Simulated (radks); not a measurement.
Task: The mean radii <r> (bohr) of the occupied orbitals of an atom or ion are listed with their occupations. Method: Dirac Kohn-Sham, BLYP, spin-unpolarised, spherical densities, finite nucleus; Fermi nuclear charge, rms radius of each element as measured or else 0.836 A^(1/3) + 0.57 fm; computed with a radial shooting solver on a logarithmic mesh with Libxc functionals.

| orbital | occ. | <r> |
|---|---|---|
| 1s1/2 | 2 | 0.09086 |
| 2s1/2 | 2 | 0.4292 |
| 2p1/2 | 2 | 0.3850 |
| 2p3/2 | 3 | 0.3870 |

Name the element and its charge. Open shells, if any, fill j = l - 1/2 first.

Result: Z = 17, chlorine, charge +8: Cl8+ in [He] 2s2 2p5. The 1s radius gives Z: for a bare nucleus <r> = (2 gamma + 1)/(2Z) with gamma = sqrt(1 - (Z/c)^2), 0.08778 bohr for Z = 17, and screening makes it slightly larger (0.09086 here). The occupations add up to 9, and the charge is Z minus that.
